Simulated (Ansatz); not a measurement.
Consider the redistribution: `[SiH3]C#C[SiH2]Cl` + `F[SiH](Cl)C#[C][GeH3]` → `F[SiH](Cl)C#C[SiH2]Cl` + `[SiH3]C#[C][GeH3]`.

Computed with Ansatz on PBE0-D4/def2-TZVP structures; ΔE is electronic, products minus reactants. CCSD(T)/CBS is the MP2 limit (def2-TZVPP, def2-QZVPP) plus CCSD(T) − MP2 in def2-TZVPP, frozen cores. This one scheme is used for every species. Functionals use def2-TZVPP. B3LYP here is the variant with VWN-RPA as its local correlation; programs differ in this. For Ge outer-core shells are correlated without core-valence functions, which leaves a few kJ/mol of doubt a bond. Scalar relativity is left out up to krypton.

`[SiH3]C#C[SiH2]Cl`:

```xyz
10

Si    0.586   -2.277   -0.709
C     0.177   -0.565   -0.214
C    -0.103    0.569    0.118
Si   -0.513    2.271    0.604
Cl   -1.671    2.242    2.294
H     2.051   -2.473   -0.603
H    -0.120   -3.217    0.194
H     0.146   -2.490   -2.109
H    -1.282    2.924   -0.477
H     0.728    3.016    0.902
```

`F[SiH](Cl)C#[C][GeH3]`:

```xyz
10

F     0.014   -2.326   -2.366
Si    0.874   -1.044   -2.000
Cl    2.782   -1.643   -1.635
C     0.187   -0.274   -0.518
C    -0.267    0.276    0.463
Ge   -0.981    1.127    2.014
H     0.866   -0.133   -3.156
H     0.178    1.412    2.974
H    -1.656    2.429    1.573
H    -1.997    0.175    2.651
```

`F[SiH](Cl)C#C[SiH2]Cl`:

Cartesian coordinates in Å:
```
F 1.279 0.448 3.028
Si 0.403 -0.647 2.291
Cl 1.416 -2.406 2.311
C 0.144 -0.126 0.574
C -0.070 0.208 -0.572
Si -0.365 0.715 -2.300
Cl -2.377 0.935 -2.595
H -0.870 -0.800 3.013
H 0.300 2.011 -2.543
H 0.139 -0.337 -3.206
```

`[SiH3]C#[C][GeH3]`:

```xyz
10

Si    1.889    0.578    1.466
C     0.491    0.152    0.376
C    -0.440   -0.133   -0.348
Ge   -1.903   -0.582   -1.477
H     3.119   -0.091    0.974
H     2.087    2.048    1.462
H     1.593    0.120    2.846
H    -1.371   -1.384   -2.671
H    -2.564    0.715   -1.958
H    -2.900   -1.422   -0.671
```

Question: Is it downhill or uphill in electronic energy at CCSD(T)/CBS, and by how much? (An estimate is asked.)

Answer: The calculation gave: Uphill: ΔE = +0.03 eV.

Question: What do these levels give: LDA (SPW92), revPBE-D4, r2SCAN-D4, r2SCAN0-D4, BHLYP-D4, CAM-B3LYP-D4, PBE-QIDH, B3LYP, r2SCAN0, HF/def2-SVP, SCS-MP2/def2-TZVPP, SCS-MP2/def2-QZVPP? (An estimate is asked.)

Answer: Computed: LDA (SPW92) 0.04, revPBE-D4 0.03, r2SCAN-D4 0.03, r2SCAN0-D4 0.03, BHLYP-D4 0.03, CAM-B3LYP-D4 0.03, PBE-QIDH 0.03, B3LYP 0.04, r2SCAN0 0.03, HF/def2-SVP 0.04, SCS-MP2/def2-TZVPP 0.03, SCS-MP2/def2-QZVPP 0.03 eV.

Largest T1 diagnostic among the species: 0.013.

Leaving LDA and LC-ωPBE aside and taking each functional with its dispersion term where it has one, the values, not all of them listed here, spread over 0.00 eV, from B97M-V to r2SCAN-D4.
